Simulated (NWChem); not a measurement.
System meant: Ca

NWChem input:

```
start job
memory heap 200 mb stack 900 mb global 1100 mb
geometry units angstroms noautoz
  Ca     0.000000     0.000000     0.000000
end
basis spherical
  * library def2-svp
end
dft
  xc xpbe96 cpbe96
  iterations 4
  mulliken
end
task dft energy
```

End of the output:

```
 Vector   12  Occ=0.000000D+00  E=-6.386935D-02
              MO Center=  2.4D-14,  3.2D-14,  2.8D-15, r^2= 2.3D+00
   Bfn.  Coefficient  Atom+Function         Bfn.  Coefficient  Atom+Function
  ----- ------------  ---------------      ----- ------------  ---------------
    19      0.773610  1 Ca d  2              24      0.406460  1 Ca d  2
    17     -0.147890  1 Ca d  0              22     -0.077702  1 Ca d  0
    18     -0.070985  1 Ca d  1              23     -0.037296  1 Ca d  1

 Vector   13  Occ=0.000000D+00  E=-6.386935D-02
              MO Center=  9.0D-15,  1.7D-14,  2.1D-14, r^2= 2.3D+00
   Bfn.  Coefficient  Atom+Function         Bfn.  Coefficient  Atom+Function
  ----- ------------  ---------------      ----- ------------  ---------------
    18     -0.558117  1 Ca d  1              15      0.518878  1 Ca d -2
    23     -0.293238  1 Ca d  1              20      0.272622  1 Ca d -2
    16      0.202192  1 Ca d -1              21      0.106233  1 Ca d -1
    19     -0.064405  1 Ca d  2              24     -0.033839  1 Ca d  2

     ---------------------------------------------
      Total Density - Mulliken Population Analysis
     ---------------------------------------------

    Atom       Charge   Shell Charges
 -----------   ------   -------------------------------------------------------
    1 Ca  20    20.00   2.00  2.00  2.00  1.77  0.23  6.00  5.99  0.01  0.00  0.00

     -------------------------------------------
      Total Density - Lowdin Population Analysis
     -------------------------------------------

    Atom       Charge   Shell Charges
 -----------   ------   -------------------------------------------------------
    1 Ca  20    20.00   2.00  2.00  1.99  1.36  0.65  5.99  5.80  0.21  0.00  0.00
 ------------------------------------------------------------------------
 dft energy failed                                                                                  0
 ------------------------------------------------------------------------
 ------------------------------------------------------------------------
  current input line :
    14: task dft energy
 ------------------------------------------------------------------------
 ------------------------------------------------------------------------
 This type of error is most commonly associated with calculations not reaching convergence criteria
 ------------------------------------------------------------------------
 For more information see the NWChem manual at https://nwchemgit.github.io

0:dft energy failed:Received an Error in Communication
```

Problem. Can this run be used? If not, why, and what is the fix?

Solution. Convergence was not reached. Cause: the SCF was allowed too few iterations. This input runs:
```
start job
memory heap 200 mb stack 900 mb global 1100 mb
geometry units angstroms noautoz
  Ca     0.000000     0.000000     0.000000
end
basis spherical
  Ca library def2-svp
end
dft
  xc xpbe96 cpbe96
  iterations 150
  mulliken
end
task dft energy
```
It converges to -677.24211 Ha (PBE/def2-SVP).
